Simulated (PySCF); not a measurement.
# How methods differ on the ionisation energy of In⁴⁶⁺

In⁴⁶⁺ [He] 2s1 (2S) → In⁴⁷⁺ 1s2 (1S), as a difference of total energies. Computed with PySCF 2.14 in an even-tempered Gaussian basis (19 s from 22 bohr⁻², ratio 2.2; 8 p from 33 bohr⁻², ratio 2.4; 5 d from 99 bohr⁻², ratio 2.4; 5 f from 150 bohr⁻², ratio 2.4; 4 g from 220 bohr⁻², ratio 2.4), with scalar relativity by spin-free X2C-1e. Correlated levels: nothing frozen; virtual orbitals above 40 to 60 times the deepest correlated orbital energy dropped. The calculations carry no spin-orbit coupling.

```
                 method  ionisation energy (eV)  difference from reference (eV)
                    UHF                  7959.4                            +6.3
                    LDA                  7952.6                            -0.5
                    PBE                  7963.8                           +10.7
                   PBE0                  7962.8                            +9.7
                 r2SCAN                  7956.7                            +3.6
                   TPSS                  7962.9                            +9.8
                 revPBE                  7963.9                           +10.8
    MP2 (all electrons)                  7959.6                            +6.5
SCS-MP2 (all electrons)                  7959.6                            +6.5
```

Reference: 7953.1 eV (theoretical estimate listed by NIST; NIST Atomic Spectra Database, ionization energies).

For this ion Breit and QED terms and the two-electron picture change, all absent here, outweigh the differences among the correlated methods.
